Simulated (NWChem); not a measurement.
**Dipole moment of hydrogen selenide (H$_{2}$Se)**

```xyz
3

Se     0.0000     0.0000     0.0571
H      1.0502     0.0000    -0.9703
H     -1.0502     0.0000    -0.9703
```
Charge 0, spin multiplicity 1.

The numbers come from NWChem runs, not from measurements. Structure: optimised with PBE0/def2-SVP, a minimum by its harmonic frequencies.

Basis set: def2-SVPD. The CCSD dipole comes from the Λ equations, without orbital relaxation.

The Hamiltonian is non-relativistic. The correlated methods keep 9 core orbitals frozen. B3LYP has NWChem's definition, with VWN1-RPA local correlation. No row is a measurement; the coupled-cluster row has its own basis-set and correlation limits.

| method | dipole moment (D) |
|---|---|
| HF | (withheld) |
| B3LYP | 0.67 |
| LDA (SVWN5) | (withheld) |
| CCSD | (withheld) |
| PBE | 0.67 |

### Question
Fill in the missing entries.

### Answer

- HF, dipole moment (D): 0.82
- LDA (SVWN5), dipole moment (D): 0.75
- CCSD, dipole moment (D): 0.71
